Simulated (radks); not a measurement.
Values are calculated unless marked as measured or tabulated.
The antimony anion Sb3-, [Xe], held by a Watson sphere: a shell of charge +3 at radius R that stands for the Madelung well of a crystal (potential energy -3/R inside, -3/r outside, in hartree with lengths in bohr). Code: a radial shooting solver on a logarithmic mesh with Libxc functionals. Model: scalar-relativistic Kohn-Sham, r2SCAN, spin-polarised, spherical densities, finite nucleus; meta-GGA in the generalised Kohn-Sham scheme; Fermi nuclear charge, rms radius of each element as measured or else 0.836 A^(1/3) + 0.57 fm.

R (bohr)  e(4d) (eV)  e(5s) (eV)  e(5p) (eV)  <r> 5p (bohr)  sum of <r^2> (bohr^2)  X-ray form factor at sin(theta)/lambda = 0.1 1/angstrom
3.01         -32.837     -14.086      -6.563          2.942                  93.24                                                   48.571
3.19         -32.547     -13.617      -6.266          3.013                  96.50                                                   48.458
3.84         -31.829     -12.223      -5.248          3.263                  108.6                                                   48.093
4            -31.697     -11.944      -5.018          3.323                  111.7                                                   48.014
4.24         -31.520     -11.567      -4.691          3.411                  116.3                                                   47.905

Estimate the row for R = 2.76 bohr.

Answer. e(4d) (eV) -33.362; e(5s) (eV) -14.800; e(5p) (eV) -6.975; <r> 5p (bohr) 2.844; sum of <r^2> (bohr^2) 88.81; X-ray form factor at sin(theta)/lambda = 0.1 1/angstrom 48.736.
